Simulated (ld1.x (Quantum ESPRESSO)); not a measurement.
# B (Z = 5): excitation energies, all-electron against TM

```
Element                 : B
Generator               : ld1.x (Quantum ESPRESSO) 7.5
Type                    : norm-conserving Troullier–Martins (Kleinman–Bylander form)
Functional              : BLYP
Relativity              : scalar-relativistic
Frozen core             : [He]
Valence charge          : 3
Reference configuration : 2s2 2p0 (charge +1)
Partial waves           : 2p (bound, empty): rc 2.40 bohr; 3d channel at -0.05 Ry: rc 2.20 bohr; 2s (bound): rc 1.55 bohr
Local potential         : the s channel
Core correction         : none
```

Energies are relative to the spin-unpolarised reference configuration 2s2 2p0; without spin polarisation the order of configurations can differ from experiment.

(1) Give the all-electron excitation energy and the error of the potential for: 2s2 2p1; 2s1 2p0; 2s2 2p0.5; 2s2 2p1.3; 2s1 2p2; 2s0 2p3; 2s1 2p1.

## Answers

(1)

| valence configuration | charge | ΔE all-electron (eV) | error AE − PS (meV) |
| --- | --- | --- | --- |
| 2s2 2p1 | 0 | -8.173 | +49 |
| 2s1 2p0 | +2 | 25.350 | +47 |
| 2s2 2p0.5 | +0.5 | -5.316 | +20 |
| 2s2 2p1.3 | -0.3 | -8.890 | +59 |
| 2s1 2p2 | 0 | -2.390 | +98 |
| 2s0 2p3 | 0 | 3.425 | +152 |
| 2s1 2p1 | +1 | 6.052 | +19 |

ld1.x printed “convergence not achieved” for 6 of the counted tests; their residual had stalled under 1e-8, short of the target of 1e-14.
